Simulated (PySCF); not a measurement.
# Bonding in `C#Cc1cnnn1CC=C`

C₇H₇N₃.
Atom-mapped SMILES: `[CH:1]#[C:2][c:3]1[cH:4][n:5][n:6][n:7]1[CH2:8][CH:9]=[CH2:10]` (hydrogens: H11 on C1; H12 on C4; H13, H14 on C8; H15 on C9; H16, H17 on C10)

Geometry (GFN2-xTB, Å), atoms numbered from 1 in this order:
```
atom  x, y, z in Å
C1     1.5960    2.1458    0.5350
C2     1.4665    0.9562    0.4303
C3     1.3182   -0.4281    0.2948
C4     2.0638   -1.5005    0.7645
N5     1.4834   -2.6288    0.3322
N6     0.4471   -2.3365   -0.3624
N7     0.3166   -1.0205   -0.4117
C8    -0.7785   -0.3763   -1.0874
C9    -1.8373    0.0256   -0.1000
C10   -2.1934    1.2744    0.1275
H11    1.7198    3.1819    0.6383
H12    2.9518   -1.5048    1.3613
H13   -0.4003    0.4999   -1.6222
H14   -1.1796   -1.1050   -1.7979
H15   -2.2838   -0.7942    0.4458
H16   -2.9506    1.5264    0.8494
H17   -1.7467    2.0965   -0.4072
```

Bond orders from the PBE0/pcSseg-1 density (PySCF). Isolated species at its GFN2-xTB geometry (one conformer only).

Where do the orders between heavy atoms depart from those drawn in the SMILES?

The largest departure is 0.672, at C1–C2 (drawn triple, 2.328), counting aromatic bonds as 1.5. Drawn double or triple, more than 0.30 short of the drawn order: C1–C2 (2.328). The bonds drawn aromatic range from 1.01 to 1.45.

Give the Mayer order of every bond, beside its length.

```tsv
bond	drawn as	length (Å)	Mayer order
C1–C2	triple	1.201	2.328
C2–C3	single	1.399	0.933
C3–C4	aromatic	1.388	1.402
C4–N5	aromatic	1.340	1.404
N5–N6	aromatic	1.281	1.453
N6–N7	aromatic	1.323	1.207
N7–C8	single	1.439	0.886
C8–C9	single	1.502	1.044
C9–C10	double	1.318	1.972
N7–C3	aromatic	1.361	1.013
C1–H11	single	1.049	1.135
C4–H12	single	1.070	1.004
C8–H13	single	1.094	0.940
C8–H14	single	1.094	0.927
C9–H15	single	1.081	0.954
C10–H16	single	1.076	0.951
C10–H17	single	1.078	0.953
```

By pair of heavy elements: C–C: lowest C2–C3 (0.933, 1.399 Å), highest C1–C2 (2.328, 1.201 Å); in 1 of the 10 pairs the longer bond (by over 0.003 Å) has the higher order (by 0.02 or more). C–N: lowest N7–C8 (0.886, 1.439 Å), highest C4–N5 (1.404, 1.340 Å). N–N: lowest N6–N7 (1.207, 1.323 Å), highest N5–N6 (1.453, 1.281 Å).

Sum the orders of all bonds at each heavy atom with more than one neighbour and set the sums beside the valence in the SMILES.

C1 3.463 (drawn 4), C2 3.261 (drawn 4), C3 3.348 (drawn 4), C4 3.810 (drawn 4), N5 2.857 (drawn 3), N6 2.660 (drawn 3), N7 3.106 (drawn 3), C8 3.797 (drawn 4), C9 3.970 (drawn 4), C10 3.876 (drawn 4). Orders between atoms that aren't bonded are not in these sums.

The Mayer order sums products of elements of PS (density times overlap matrix) between the two atoms' basis functions, so it depends on the basis set.
